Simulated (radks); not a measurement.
Problem. Calculated with a radial shooting solver on a logarithmic mesh with Libxc functionals: non-relativistic Kohn-Sham, LB94 model potential, spin-polarised, spherical densities, point nucleus; open shells are filled with parallel spins first. Response by self-consistent Sternheimer equations with the Hartree and adiabatic LDA kernel. For heavy and open-shell atoms this level of theory can miss by tens of per cent. Rank Fe, Ca2+, Si+, Br+, B, H (NIST ground configurations) by static dipole polarisability, largest first.

Solution. Fe 47.80, B 21.12, Si+ 18.23, Br+ 12.33, H 5.200, Ca2+ 3.400 bohr^3.
